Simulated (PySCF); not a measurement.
# Steps of a relaxation of [Tl(OH)2]−

[Tl(OH)2]− (singlet; a saddle point, relaxed within its symmetry). PySCF 2.14.0, RKS BP86, Tl def2-SVP with ECP60, O def2-SVP, H def2-SVP; non-relativistic Hamiltonian with scalar-relativistic core potentials where named; density fitting; no spin-orbit coupling. Origin of the start: template. Columns: position (Å) and force (eV/Å). Energies are counted from the last step; some of the 12 steps are shown. Forces carry noise of the integration grid, about 0.01 to 0.03 eV/Å.

Run from Python with OMP_NUM_THREADS=2. Where DIIS fails, smearing, a level shift and second-order steps follow.
It took 13 s on 2 threads of Arm Neoverse V2 (shared host), from the converged density of the start.

```xyz
5
step 0  E = 0.132 eV
Tl    0.0000    0.0000    0.0000     0.00    0.00    0.00
O     0.0000    0.0000    2.2704     0.00   -0.18    0.06
H     0.0000    0.3500    3.1704     0.00    0.23    0.89
O     0.0000    0.0000   -2.2704     0.00    0.18   -0.06
H     0.0000   -0.3500   -3.1704     0.00   -0.23   -0.89
```

```xyz
5
step 4  E = 0.015 eV
Tl    0.0000    0.0000    0.0000     0.00    0.00    0.00
O     0.0000    0.0590    2.3801     0.00    0.08   -0.03
H     0.0000    0.3250    3.3274     0.00   -0.06   -0.07
O     0.0000   -0.0590   -2.3801     0.00   -0.08    0.03
H     0.0000   -0.3250   -3.3274     0.00    0.06    0.07
```

```xyz
5
step 7  E = 0.001 eV
Tl    0.0000    0.0000    0.0000     0.00    0.00    0.00
O     0.0000    0.1484    2.3568     0.00    0.01   -0.05
H     0.0000    0.2611    3.3316     0.00   -0.01    0.06
O     0.0000   -0.1484   -2.3568     0.00   -0.01    0.05
H     0.0000   -0.2611   -3.3316     0.00    0.01   -0.06
```

Q: Where does the relaxation end?

A: It converges at step 11 in D∞h:
```xyz
5
step 11  E = 0
Tl    0.0000    0.0000    0.0000
O     0.0000    0.1754    2.3560
H     0.0000    0.2423    3.3363
O     0.0000   -0.1754   -2.3560
H     0.0000   -0.2423   -3.3363
```

Q: How did the contacts change?

A: 
```
    contact  start (Å)  end (Å)
Tl1–O2 (OH)      2.270    2.362
Tl1–O4 (OH)      2.270    2.362
```
